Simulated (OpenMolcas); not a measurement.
## Rb: CASPT2 settings compared

```
Program             : OpenMolcas
Basis               : ANO-RCC-VQZP [8s7p4d2f1g]
Scalar Hamiltonian  : DKH2, point nucleus
Active space        : 1 electron in 4 orbitals (5s 5p)
State averaging     : 2S+1 = 2 even, 1 root; 2S+1 = 2 odd, 3 roots
Spin-orbit coupling : RASSI with atomic mean-field integrals over the reference wave functions, term energies averaged over their components
```

Methods on the same reference wave functions:
A. CASSCF
B. SS-CASPT2, IPEA 0.4 Eh, imaginary shift 0.15 Eh (closed shells correlated: 4s 4p)
C. SS-CASPT2, IPEA 0.15 Eh, no level shift (closed shells correlated: 4s 4p)
D. SS-CASPT2, IPEA 0.75 Eh, sigma2 regulariser 0.4 Eh (closed shells correlated: 4s 4p)

Energies in cm⁻¹ above 5s ²S_1/2, the measured ground level; measured values from NIST Handbook of Basic Atomic Spectroscopic Data.

```tsv
Level	A	B	C	D	Measured
5s ²S_1/2	0.0	0.0	0.0	0.0	0.0
5p ²P°_1/2	10738	12457	12590	12307	12579
5p ²P°_3/2	10873	12593	12725	12442	12817
```

Deviations, from unrounded energies. A percentage is the sum of absolute deviations over the sum of measured energies, with the sign that they share, or ± where signs differ.

```tsv
Against measurement	Levels	A	B	C	D
mean absolute deviation (cm-1)	2	1900	170	51	320
other configurations (%)	2	-14.9	-1.4	±0.4	-2.5
```

C lies closest to measurement on these levels and A furthest from it. The largest miss of C in the table is 5p ²P°_3/2, by -92 cm-1. The ranking rests on the paired levels alone, and a cruder setting can come out closer through cancelling errors.

Among B to D the level of the table that moves most is 5p ²P°_1/2, by 280 cm-1 (lowest in D, highest in C).

The lowest spin-free term lies below A's lowest term by 0.207 hartree in B, 0.208 hartree in C, 0.206 hartree in D.

ANO sets are built for ground and valence states and can reach diffuse excited orbitals poorly. With one active electron the reference holds no correlation, so core polarisation is missing (holds for A). With one active electron, CASPT2 adds the correlation within the correlated inactive shells and between them and that electron, and leaves the splitting within a term as the reference gives it (holds for B; C; D). Computed and measured levels are paired by configuration, term and J; levels that our copy of the source lacks, or whose pairing is in doubt (as where it misses far off the trend of its configuration), stay unpaired and out of the deviations. Levels of configurations outside the active space are missing.

° marks odd parity.
